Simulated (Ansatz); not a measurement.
InF₃. Total charge 0; singlet. Geometry PBE0-D4/def2-TZVP; atoms count from 1.

```xyz
4

In   -0.0004   -0.0004   -0.0002
F     0.7492   -0.3800    1.7243
F     0.6032    1.5276   -0.9907
F    -1.3520   -1.1472   -0.7334
```

In the def2 sets In takes a core potential; there is no spin–orbit coupling.

(1) Estimate the Mulliken populations from the PBE0/def2-TZVP orbitals of Ansatz.

(2) And the Mayer bond orders between bonded heavy atoms (over 0.3)?

## Answers

(1) 
```
atom  charge (e)
 In1        1.32
  F2       -0.44
  F3       -0.44
  F4       -0.44
```
Mulliken values and Mayer orders depend strongly on the basis.

(2) In1–F2 0.90 (1.92 Å); In1–F3 0.90 (1.92 Å); In1–F4 0.90 (1.92 Å).
